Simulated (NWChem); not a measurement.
## Atomisation of C₃H₃ClF₂

```
C
C 1 1.3295
H 2 1.0910 1 121.42
H 2 1.0912 3 119.37 1 -179.89
C 1 1.5069 2 124.18 3 -179.80
F 5 1.3473 1 110.13 2 2.01
F 5 1.3479 6 108.16 1 120.53
H 5 1.1050 6 108.75 7 117.21
Cl 1 1.7283 2 123.08 3 -0.23
```
Charge 0, spin multiplicity 1.

Program: NWChem. Structure: optimised with PBE0/def2-SVP, a minimum by its harmonic frequencies. It is one conformer; others weren't searched.

Basis set: def2-SVP. The atomisation energy is electronic alone: no zero-point, thermal, spin-orbit or counterpoise terms. No value is extrapolated to the basis-set limit. Free atoms are single determinants with multiplicities C 3, Cl 2, F 2, H 2. Correlated methods freeze the same cores in atoms and molecule, 10 orbitals in all.

Relative cost: rough, from shared machines, SCF included, HF = 1. Costs are the molecule's.

B3LYP has NWChem's definition, with VWN1-RPA local correlation. The structure started from a generated list of species. The stability of the SCF solutions was not checked. Open-shell Hartree-Fock references start from PBE0 orbitals; any time given for them includes that run.

| method | atomisation energy (kcal/mol) | relative cost |
|---|---|---|
| PBE0 | 878.3 | under 3 |
| TPSS | 874.1 | 3 |
| MP2 | … | under 3 |
| HF | 617.6 | 1 |
| B3LYP | … | under 3 |
| r2SCAN | 875.6 | 3 |
| PBE | … | under 3 |
| BP86 | 901.0 | under 3 |

**Question.** Fill in the missing entries.

**Answer.** 
- MP2, atomisation energy (kcal/mol): 842.9
- B3LYP, atomisation energy (kcal/mol): 862.6
- PBE, atomisation energy (kcal/mol): 906.4
